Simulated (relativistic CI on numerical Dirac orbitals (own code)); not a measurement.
# Slater and spin-orbit integrals, Lu XXXVI

Calculated at this level of theory: Dirac-Coulomb-Breit CI, orbitals from a KLI potential per configuration, model QED (radiative potential, 1s self-energy scaled to tabulated hydrogen-like ionisation energies), unscaled Slater integrals (own radial code, finite nucleus).

Slater integrals F^k, G^k are unscaled and averaged over j, outside the closed core [Ar] 3d10; ζ comes from projecting the Hamiltonian with its Breit term on Σ l·s of the shell.

- 4s²4p⁵4d: ζ(4p) = 394280, F^2(4p,4d) = 227550, G^1(4p,4d) = 282100, G^3(4p,4d) = 180970, ζ(4d) = 49559 cm⁻¹; <r>(4p) = 0.4419, <r^2>(4p) = 0.2209, <r>(4d) = 0.4425, <r^2>(4d) = 0.2237 (bohr units).
- 4s4p⁶4d: G^2(4s,4d) = 223760, ζ(4d) = 49829 cm⁻¹; <r>(4s) = 0.4304, <r^2>(4s) = 0.2083, <r>(4d) = 0.4426, <r^2>(4d) = 0.2239 (bohr units).
- 4s²4p⁵4f: ζ(4p) = 393150, F^2(4p,4f) = 231350, G^2(4p,4f) = 182280, G^4(4p,4f) = 134550, ζ(4f) = 8156.5 cm⁻¹; <r>(4p) = 0.4422, <r^2>(4p) = 0.2212, <r>(4f) = 0.4151, <r^2>(4f) = 0.1947 (bohr units).

Averages of the first 10 configurations, taken without configuration mixing, which lowers the lowest level and can move excited configurations by several eV; other configurations of the list can lie among them:

| Configuration | Parity | States | Average energy above the lowest level (eV) |
| --- | --- | --- | --- |
| 4s²4p⁶ | even | 1 | 0.3 |
| 4s²4p⁵4d | odd | 60 | 180.8 |
| 4s4p⁶4d | even | 20 | 334.1 |
| 4s²4p⁵4f | even | 84 | 365.1 |
| 4s4p⁶4f | odd | 28 | 518.6 |
| 4s²4p⁵5s | odd | 12 | 617.8 |
| 4p⁶4d4f | odd | 140 | 854.7 |
| 4p⁶4d² | even | 45 | 672.2 |
| 4p⁵4d³ | odd | 720 | 849.6 |
| 4p⁵4d²4f | even | 3780 | 1029.8 |
